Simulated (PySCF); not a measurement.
This PySCF input asks for the NMR shieldings of B$_{2}$F$_{2}$H$_{4}$; the geometry comes from PBE0-D3(BJ)/def2-SVP.

```python
import basis_set_exchange as bse
import numpy as np
from pyscf import gto, dft
from pyscf.prop import nmr

atoms = """
B     0.514950   -0.599552    0.376088
F     1.302049   -1.367532   -0.362679
F     0.521202   -0.756958    1.692753
H     0.686837    0.747266    0.040898
B    -0.525279    0.611636   -0.381704
H    -1.221787    1.275202    0.335350
H    -0.485182    0.713947   -1.576934
H    -0.792800   -0.624020   -0.123773
"""
names = dict.fromkeys(["B", "F", "H"], "pcSseg-1")
basis = {el: gto.basis.parse(bse.get_basis(n, elements=[el], fmt="nwchem")) for el, n in names.items()}
mol = gto.M(atom=atoms, basis=basis, charge=0, verbose=0)
mf = dft.RKS(mol, xc="PBE0")
mf.grids.level = 2
mf.grids.alignment = dft.numint.BLKSIZE   # the property module wants whole blocks of grid points
mf.conv_tol = 1e-9
mf.kernel()

calc = nmr.RKS(mf)   # GIAO
C = mf.mo_coeff
Co = C[:, mf.mo_occ > 0]
resp = mf.gen_response(singlet=True, hermi=2)
def vind(x):   # induced exchange potential for any number of trial vectors
    d = np.einsum("pi,xij,qj->xpq", C, 2 * x.reshape(-1, C.shape[1], Co.shape[1]), Co, optimize=True)
    return np.einsum("xpq,pi,qj->xij", resp(d - d.transpose(0, 2, 1)), C, Co, optimize=True).ravel()
mo1, _ = nmr.rhf.solve_mo1(calc, with_cphf=vind)
sigma = calc.kernel(mo1)
for i, s in enumerate(sigma):   # ppm
    w = np.linalg.eigvalsh((s + s.T) / 2)
    print("%2d %-2s iso %8.1f  s11 %8.1f  s22 %8.1f  s33 %8.1f" % (i, mol.atom_pure_symbol(i), w.mean(), *w))
```

**Question.** Give the expected output.

**Answer.** 
```
 0 B  iso     86.9  s11     82.4  s22     84.2  s33     94.2
 1 F  iso    283.0  s11    189.2  s22    324.7  s33    335.1
 2 F  iso    283.2  s11    189.2  s22    325.5  s33    334.8
 3 H  iso     29.9  s11     27.8  s22     28.8  s33     33.2
 4 B  iso    128.1  s11    115.9  s22    132.5  s33    135.9
 5 H  iso     28.8  s11     26.9  s22     27.7  s33     32.0
 6 H  iso     28.8  s11     26.9  s22     27.7  s33     31.9
 7 H  iso     29.9  s11     27.8  s22     28.8  s33     33.2
```

These numbers come from an equivalent density-fitted implementation of the same equations, which agrees with the script to about 0.01 ppm for H and up to a few tenths of a ppm for heavy atoms, so last digits may differ.

Size and cost of the density-fitted run: 88 basis functions, 3.7 s wall time on 1 thread of an Arm Neoverse V1, shared host.
